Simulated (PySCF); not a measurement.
Computed with PBE0-D3(BJ)/def2-TZVP (PySCF 2.14.0). Isolated molecules, 0 K electronic values unless said otherwise. Excitations are Tamm–Dancoff values on a coarser integration grid. The basis has no diffuse functions, so Rydberg states are missing or too high.

Reference species (SMILES): `[CH3][Al]([CH3])[I]` (neutral, multiplicity 1).

| Property | Value |
|---|---|
| brightest of the four lowest singlets (TDA) | 6.02 eV |
| S1 excitation (TDA) | 5.04 eV |
| S1 oscillator strength | 0.000 |
| S1–T1 gap (TDA) | 0.15 eV |

Changed species: `[Al]([CH3])([CH3])[CH3]` (0 of 3 CH3 replaced by I; the reference has 1 of 3 CH3 replaced by I).

**Question.** Predict the effect on the brightest of the four lowest singlets (TDA), S1 excitation (TDA), S1 oscillator strength and S1–T1 gap (TDA).

**Answer.** the brightest of the four lowest singlets (TDA) increases by 0.74 eV, to 6.76 eV; the S1 excitation (TDA) goes up by 0.64 eV, to 5.68 eV; the S1 oscillator strength is nearly the same; the S1–T1 gap (TDA) increases by 0.18 eV, to 0.33 eV.
